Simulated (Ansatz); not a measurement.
`C[N](C)[Ge][OH]` at its PBE0-D4/def2-TZVP geometry, where that method's forces vanish. The species carries charge 0 and has multiplicity 1.

```csv
atom,x (Å),y (Å),z (Å)
C1,-1.0342,-0.0418,0.4105
N2,0.2859,0.0521,-0.1487
C3,0.3165,0.7970,-1.3837
Ge4,1.8801,-0.6287,0.4737
O5,1.3602,-1.4903,1.9574
H6,-1.7195,-0.5799,-0.2586
H7,-1.0324,-0.5649,1.3688
H8,-1.4624,0.9542,0.5875
H9,1.3382,0.8472,-1.7714
H10,-0.0417,1.8259,-1.2436
H11,-0.3123,0.3301,-2.1539
H12,0.4217,-1.5008,2.1622
```

**Question.** For each bond, give half the difference of the two atoms' forces along it (eV/Å; positive pushes the atoms apart) under PBE-D4, r2SCAN-D4, B3LYP-D4, ωB97M-V in def2-TZVPP. (Estimate.)

**Answer.** Computed: 
```json
{"bond": "C1–N2", "length (Å)": "1.437", "PBE-D4": "-0.03", "r2SCAN-D4": "0.15", "B3LYP-D4": "0.15", "ωB97M-V": "0.26"}
{"bond": "C1–H6", "length (Å)": "1.099", "PBE-D4": "0.10", "r2SCAN-D4": "-0.04", "B3LYP-D4": "-0.07", "ωB97M-V": "-0.11"}
{"bond": "C1–H7", "length (Å)": "1.092", "PBE-D4": "0.11", "r2SCAN-D4": "-0.05", "B3LYP-D4": "-0.10", "ωB97M-V": "-0.10"}
{"bond": "C1–H8", "length (Å)": "1.098", "PBE-D4": "0.11", "r2SCAN-D4": "-0.04", "B3LYP-D4": "-0.07", "ωB97M-V": "-0.11"}
{"bond": "N2–C3", "length (Å)": "1.443", "PBE-D4": "0.01", "r2SCAN-D4": "0.17", "B3LYP-D4": "0.15", "ωB97M-V": "0.25"}
{"bond": "N2–Ge4", "length (Å)": "1.842", "PBE-D4": "0.30", "r2SCAN-D4": "-0.02", "B3LYP-D4": "0.15", "ωB97M-V": "-0.17"}
{"bond": "C3–H9", "length (Å)": "1.094", "PBE-D4": "0.09", "r2SCAN-D4": "-0.07", "B3LYP-D4": "-0.10", "ωB97M-V": "-0.09"}
{"bond": "C3–H10", "length (Å)": "1.098", "PBE-D4": "0.10", "r2SCAN-D4": "-0.05", "B3LYP-D4": "-0.07", "ωB97M-V": "-0.11"}
{"bond": "C3–H11", "length (Å)": "1.098", "PBE-D4": "0.10", "r2SCAN-D4": "-0.04", "B3LYP-D4": "-0.07", "ωB97M-V": "-0.11"}
{"bond": "Ge4–O5", "length (Å)": "1.793", "PBE-D4": "0.41", "r2SCAN-D4": "0.06", "B3LYP-D4": "0.27", "ωB97M-V": "0.06"}
{"bond": "O5–H12", "length (Å)": "0.961", "PBE-D4": "0.39", "r2SCAN-D4": "0.04", "B3LYP-D4": "-0.05", "ωB97M-V": "-0.10"}
```

B3LYP here is the variant with VWN-RPA as its local correlation; programs differ in this.
